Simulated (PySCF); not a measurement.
Ligands exchanged one at a time, Si F-C2H5. Gas-phase values, no solvent. One relaxed conformer stands for each flexible species; it need not be the lowest. Strings in code marks are SMILES.

The numbers are results of PBE-D3(BJ)/def2-TZVP // PBE-D3(BJ)/def2-SVP in PySCF 2.14.0, not measurements. All candidates: neutral, multiplicity 1. Excitations are Tamm–Dancoff values on a coarser integration grid. The basis has no diffuse functions, so Rydberg states are missing or too high.

| Property | Result |
|---|---|
| S1 excitation (TDA) | 6.93 eV |
| T1 excitation (TDA) | 6.75 eV |
| HOMO | -6.96 eV |

Problem. Identify which member has these values.
A) `CC[Si](CC)(CC)CC`
B) `CC[Si](F)(F)CC` (C–C–Si–F torsion 65°, F–Si–C–C torsion -180°)
C) `CC[Si](F)(F)F`
D) `CC[Si](F)(CC)CC`

Solution. B, `CC[Si](F)(F)CC` (C–C–Si–F torsion 65°, F–Si–C–C torsion -180°). The others give `CC[Si](CC)(CC)CC`: 6.51 eV, 6.43 eV, -6.38 eV; `CC[Si](F)(F)F`: 8.08 eV, 7.70 eV, -8.16 eV; `CC[Si](F)(CC)CC`: 6.59 eV, 6.46 eV, -6.61 eV
